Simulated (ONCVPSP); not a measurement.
# Before and after: ONCV potential for tellurium (Te)

ONCVPSP 4.0.1 input, shortened (lines: element, Z, core and valence counts, functional; n l f; lmax; l rc ep ncon nbas qcut; lloc lpopt rc5 dvloc0; l nproj debl; icmod fcfact rcfact), PBEsol, scalar-relativistic:

```
  Te 52.00    6    5  -116133      upf
    1    0    2.00
    2    0    2.00
    2    1    6.00
    3    0    2.00
    3    1    6.00
    3    2   10.00
    4    0    2.00
    4    1    6.00
    4    2   10.00
    5    0    2.00
    5    1    1.00
    2
    0    1.30    0.00    4    8   12.20
    1    1.10    0.00    4    7   12.40
    2    1.50    0.00    3    8   11.90
    4    3    0.70   -1.00
    0    2    2.00
    1    2    4.00
    2    2    1.60
    3    2.00    1.65
```

In the d channel the program set the typed energies aside and used -2.657, 0.250 Ha.

All-electron outer shells of the reference configuration (PBEsol, scalar-relativistic, ld1.x):

```
shell  level (eV)  outermost node (bohr)  outermost maximum (bohr)
   3p     -834.74                   0.13                      0.29
   3d     -591.17                      –                      0.24
   4s     -195.07                   0.38                      0.70
   4p     -145.13                   0.38                      0.74
   4d      -72.31                   0.36                      0.81
   5s      -42.79                   0.91                      1.73
   5p      -31.66                   0.99                      1.99
```

Change: core [Kr] 4d10, valence charge 6; reference 5s2 5p4; waves now 5s: rc 1.60 bohr, ncon 4, nbas 8, qcut 3.4 1/bohr, 2 projectors, debl 3.1 Ha; 5p: rc 1.95 bohr, ncon 4, nbas 9, qcut 4.8 1/bohr, 3 projectors, debl 3.3 Ha; local potential polynomial inside 1.60 bohr (lpopt 3, dvloc0 0 Ha).

Cutoffs: the cutoffs (Ha) at which the residual kinetic energy of the hardest occupied pseudo-wave falls to 1 and 0.1 mHa per electron; they do not see the model core or the augmentation charge, which bear on the density cutoff. Errors are all-electron minus pseudo energies relative to the spin-unpolarised reference configuration.

Question: What does the change do?

Answer: The potential gets softer (56 Ha and 65 Ha → 13 Ha and 44 Ha); neither file shows a bound ghost. The shells moved into the core no longer need plane waves of their own. Several settings change at once here, so the effects cannot be laid on one of them.

```tsv
quantity	base	changed
cutoff, loose	56 Ha	13 Ha
cutoff, tight	65 Ha	44 Ha
bound ghosts	none	none
GHOST(+) flags under 300 eV	s at 169.0 eV	s at 79.4 eV, p at 229.6 eV
largest error over its own tests, meV	-91	-337
rms error of d²Exc/dni dnj with the model core, mHa	0.73	0.86
```

Changed file: The cutoffs count occupied waves only; projector 3 of the p channel, the hardest unoccupied one, needs 105 Ha at the loose tolerance.
